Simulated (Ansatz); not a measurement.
Stepwise reaction of `CC[SiH2]CC` with hydrogen sulfide, as a gas-phase model of exchange steps in deposition or etching. ΔE in kJ/mol.

Isolated molecules relaxed with PBE0-D4/def2-TZVP in Ansatz; ΔE leaves out vibrations. CCSD(T)/CBS is the MP2 limit (def2-TZVPP, def2-QZVPP) plus CCSD(T) − MP2 in def2-TZVPP, frozen cores. This one scheme is used for every species. DFT in def2-TZVPP. B3LYP here is the variant with VWN-RPA as its local correlation; programs differ in this. Each species was taken in one conformer, which may not be the lowest.

| step | reaction | PBE-D4 | B3LYP-D4 | ωB97M-V | CCSD(T)/CBS |
| --- | --- | --- | --- | --- | --- |
| 2 | `CC[SiH2]S` + H₂S → `S[SiH2]S` + `CC` | -65.9 | -64.7 | -62.2 | -63.3 |

Task: Give the row of step 1, `CC[SiH2]CC` + H₂S → `CC[SiH2]S` + `CC`. (Best estimate.)

Result: Computed: 
| step | reaction | PBE-D4 | B3LYP-D4 | ωB97M-V | CCSD(T)/CBS |
| --- | --- | --- | --- | --- | --- |
| 1 | `CC[SiH2]CC` + H₂S → `CC[SiH2]S` + `CC` | -71.5 | -70.1 | -68.2 | -69.4 |

Task: By hand: ΔE of the 2 steps together at CCSD(T)/CBS.

Result: (-69.4) + (-63.3) = -132.7 kJ/mol, or -66.3 kJ/mol a step.

In ΔE each step is higher than the one before. All are downhill at CCSD(T)/CBS. PBE-D4 differs from CCSD(T)/CBS by -2.6 to -2.1 kJ/mol a step. Only this route is followed, and other bonds may react first. Isolated molecules leave out the surface, adducts and barriers. Largest T1 diagnostic: 0.011.
